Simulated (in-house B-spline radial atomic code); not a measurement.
Orbital energies and mean radii along the 68-electron series, configuration [Xe] 4f14. The effective charge is n√(-2ε), a non-relativistic measure. Computed with a B-spline radial code for spherical atoms: non-relativistic Hartree-Fock, average of the configuration, point nuclei.

This level leaves out relativity, spin-orbit splitting included, which matters for heavy ions.

| ion | Z | energy of 3p (Eh) | mean radius of 3p (bohr) | energy of 5p (Eh) | mean radius of 5p (bohr) | energy of 5s (Eh) | mean radius of 5s (bohr) | effective charge of 3p |
| --- | --- | --- | --- | --- | --- | --- | --- | --- |
| Yb2+ | 70 | -72.426 | 0.22385 | -1.6959 | 1.516 | -2.5873 | 1.3448 | 36.106 |
| Lu3+ | 71 | -75.813 | 0.22007 | -2.2998 | 1.433 | -3.2531 | 1.2894 | 36.941 |
| Hf4+ | 72 | -79.357 | 0.21642 | -2.9626 | 1.3599 | -3.9797 | 1.2376 | 37.794 |
| Ta5+ | 73 | -83.046 | 0.21289 | -3.6799 | 1.2955 | -4.7619 | 1.1898 | 38.663 |
| W6+ | 74 | -86.874 | 0.20947 | -4.4489 | 1.2381 | -5.5963 | 1.1457 | 39.544 |
| Re7+ | 75 | -90.837 | 0.20616 | -5.2677 | 1.1865 | -6.4806 | 1.1051 | 40.436 |
| Os8+ | 76 | -94.931 | 0.20294 | -6.1349 | 1.14 | -7.4134 | 1.0675 | 41.337 |
| Ir9+ | 77 | -99.154 | 0.19982 | -7.0492 | 1.0976 | -8.3935 | 1.0327 | 42.247 |
| Pt10+ | 78 | -103.5 | 0.1968 | -8.0099 | 1.0588 | -9.4198 | 1.0004 | 43.163 |
| Au11+ | 79 | -107.98 | 0.19386 | -9.0162 | 1.0231 | -10.492 | 0.97028 | 44.086 |
| Hg12+ | 80 | -112.57 | 0.19101 | -10.067 | 0.99017 | -11.608 | 0.94213 | 45.014 |
| Tl13+ | 81 | -117.29 | 0.18823 | -11.163 | 0.95957 | -12.769 | 0.91576 | 45.948 |

Problem. How does the screening of 3p change?

Solution. Z less the effective charge goes from 33.89 at Z = 70 to 35.05 at Z = 81.
